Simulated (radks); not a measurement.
Results of a calculation; reference values are marked as such.
Question: Cd35+, 13 electrons, occupied as [Ne] 3s2 3p1. Code: a radial shooting solver on a logarithmic mesh with Libxc functionals. Model: Dirac Kohn-Sham, PBE, spin-unpolarised, spherical densities, point nucleus; open shells are shared between the two j in proportion to 2j + 1. Some entries of the table are withheld. Estimate them.

orbital,occ.,eigenvalue (hartree),r(max) (bohr),<r> (bohr)
1s1/2,2,-1049.600,0.01967,(1)
2s1/2,2,-216.1841,(2),0.1292
2p1/2,2,-207.1456,0.08523,0.1093
2p3/2,4,-199.8379,0.08946,0.1142
3s1/2,2,-85.35907,0.2985,0.3145
3p1/2,0.333333,(3),(4),0.2995
3p3/2,0.666667,(5),(6),0.3068
3d3/2,0,-75.89266,0.2267,(7)
3d5/2,0,-75.46023,0.2288,(8)
4s1/2,0,-45.20607,0.5925,0.5858

Answer: 
(1) 1s1/2 <r> (bohr): 0.03038
(2) 2s1/2 r(max) (bohr): 0.1105
(3) 3p1/2 eigenvalue (hartree): -82.18999
(4) 3p1/2 r(max) (bohr): 0.2816
(5) 3p3/2 eigenvalue (hartree): -80.36769
(6) 3p3/2 r(max) (bohr): 0.2892
(7) 3d3/2 <r> (bohr): 0.2674
(8) 3d5/2 <r> (bohr): 0.2697
